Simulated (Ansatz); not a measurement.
Relaxation of CH5Sn (7 atoms, charge -1, multiplicity 1), to a largest force component of 0.015 eV/Å in at most 40 steps.

Theory: RKS PBE0/def2-SVP (Ansatz).

```xyz
7
Properties=species:S:1:pos:R:3
C -0.683 -1.306 0.356
Sn 0.153 0.569 -0.094
H -0.626 -1.884 -0.586
H 0.049 -1.806 1.020
H -0.886 1.580 -1.169
H 0.177 1.696 1.315
H 1.816 1.151 -0.842
```

Question: Where does it end, and by what steps?

Answer: The forces met the threshold. Limits of this set-up: an anion without diffuse functions, the dipole of an ion depends on the origin. After 6 steps the energy has fallen by 0.092 eV; H7 moved furthest, 0.11 Å.

```
step  energy less start (eV)  largest force component (eV/Å)  accepted
   0                  0.0000                           1.120       yes
   1                 -0.0088                           1.172       yes
   2                 -0.0886                           0.150       yes
   3                 -0.0912                           0.069       yes
   4                 -0.0919                           0.082       yes
   5                 -0.0922                           0.024       yes
   6                 -0.0922                           0.007       yes
```

```xyz
7
Properties=species:S:1:pos:R:3
C -0.646 -1.269 0.340
Sn 0.147 0.620 -0.094
H -0.630 -1.853 -0.608
H 0.071 -1.772 1.027
H -0.882 1.534 -1.191
H 0.198 1.658 1.327
H 1.744 1.082 -0.801
```

Whether the end is a true minimum wasn't checked by a vibrational analysis.

Run time: 24 s on 1 thread of Intel(R) Xeon(R) Platinum 8259CL CPU @ 2.50GHz (Skylake/Cascade Lake), with other jobs on the host, peak memory 0.14 GiB.
